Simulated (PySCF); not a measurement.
Al(Me)(H) (CH4Al), SMILES [CH3][AlH], multiplicity 2. Coordinates come from a ωB97X-D3(BJ)/def2-TZVP optimisation. The spin state was assumed, not searched. The isomer is the one that the SMILES or the coordinates give; other isomers of the formula were not compared.

Q: Give the equilibrium geometry at ωB97X-D3(BJ)/def2-TZVP (PySCF confirms it by a frequency run) as bond lengths and angles, and its point group. (Estimate from the structure and the level; the computed values follow.)

A: point group Cs.
Atoms: Al1 C2 H3 H4 H5 H6. Bonds (Å): Al1–C2 1.965, Al1–H6 1.605, C2–H3 1.097, C2–H4 1.097, C2–H5 1.091. Angles (°): C2–Al1–H6 117.3, Al1–C2–H3 109.3, Al1–C2–H4 109.3, Al1–C2–H5 114.5, H3–C2–H4 106.9, H3–C2–H5 108.3, H4–C2–H5 108.3.
Charge 0, spin multiplicity 2.
